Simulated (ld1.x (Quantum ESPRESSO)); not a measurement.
## Reading a pseudo-wave (tellurium)

Columns: radius, all-electron u(r) and pseudo u(r) of the 5p shell (level -31.62 eV) of tellurium in the configuration [Kr] 4d10 5s2 5p1; BLYP, scalar-relativistic, TM scheme, ld1.x (Quantum ESPRESSO) 7.5.

```
r (bohr)  all-electron   pseudo
   0.110        0.0475  -0.0033
   0.220       -0.2447  -0.0131
   0.330       -0.1045  -0.0298
   0.440        0.1685  -0.0536
   0.550        0.3466  -0.0850
   0.660        0.3827  -0.1245
   0.770        0.3071  -0.1724
   0.880        0.1667  -0.2289
   0.990       -0.0002  -0.2935
   1.100       -0.1680  -0.3649
   1.210       -0.3217  -0.4407
   1.320       -0.4540  -0.5175
   1.430       -0.5620  -0.5907
   1.540       -0.6456  -0.6557
   1.650       -0.7064  -0.7085
   1.760       -0.7465  -0.7463
   1.870       -0.7688  -0.7685
   1.980       -0.7758  -0.7757
   2.090       -0.7703  -0.7703
   2.200       -0.7546  -0.7546
   2.310       -0.7310  -0.7310
   2.420       -0.7014  -0.7014
   2.530       -0.6674  -0.6674
   2.640       -0.6307  -0.6307
   2.750       -0.5922  -0.5922
   2.860       -0.5531  -0.5531
```

Problem. How many radial nodes do the two functions have?

Solution. The all-electron 5p function has n − l − 1 = 3; the pseudo-wave has 0, since the states of the same l below it are removed with the core.

Problem. At about which radius was the pseudo-wave matched?

Solution. 2.20 bohr. The columns agree to 0.0005 from 1.76 bohr on; several derivatives are matched, so the curves merge somewhat inside the radius.

Problem. Where does each function peak?

Solution. Outermost all-electron maximum near 1.98 bohr, pseudo maximum near 1.98 bohr (to the table’s step).

Problem. Is the pseudo-wave norm-conserving?

Solution. Yes: the TM scheme keeps the norm inside the radius equal to the all-electron one, which fixes the energy derivative of the logarithmic derivative at the level.
